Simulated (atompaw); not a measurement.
**An all-electron radial function and its pseudo partner (P)**

Columns: radius, all-electron u(r) and pseudo u(r) of the 3p shell (level -5.51 eV) of phosphorus in the configuration [He] 2s2 2p6 3s2 3p3; PBE, scalar-relativistic, PAW (atompaw) scheme, atompaw 4.2.0.5.

| r (bohr) | all-electron | pseudo |
| --- | --- | --- |
| 0.037 | -0.0282 | -0.0165 |
| 0.073 | -0.0844 | -0.0629 |
| 0.110 | -0.1474 | -0.1370 |
| 0.146 | -0.2022 | -0.2280 |
| 0.183 | -0.2464 | -0.3323 |
| 0.219 | -0.2760 | -0.4346 |
| 0.256 | -0.2927 | -0.5311 |
| 0.292 | -0.2967 | -0.6080 |
| 0.329 | -0.2897 | -0.6629 |
| 0.365 | -0.2738 | -0.6883 |
| 0.402 | -0.2498 | -0.6839 |
| 0.438 | -0.2205 | -0.6509 |
| 0.475 | -0.1857 | -0.5908 |
| 0.512 | -0.1473 | -0.5094 |
| 0.548 | -0.1076 | -0.4163 |
| 0.585 | -0.0651 | -0.3131 |
| 0.621 | -0.0229 | -0.2120 |
| 0.658 | 0.0207 | -0.1129 |
| 0.694 | 0.0629 | -0.0250 |
| 0.731 | 0.1057 | 0.0540 |
| 0.767 | 0.1465 | 0.1193 |
| 0.804 | 0.1871 | 0.1755 |
| 0.840 | 0.2253 | 0.2215 |
| 0.877 | 0.2631 | 0.2624 |
| 0.913 | 0.2982 | 0.2981 |
| 0.950 | 0.3325 | 0.3325 |

**Question.** How many radial nodes do the two functions have?

**Answer.** The all-electron 3p function has n − l − 1 = 1; the pseudo-wave has 1, since 1 lower shell of the same l stays in the valence.

**Question.** Is the pseudo-wave norm-conserving?

**Answer.** No, it belongs to a PAW set: the norm inside the radius is not constrained, and the difference is carried by the augmentation charge.
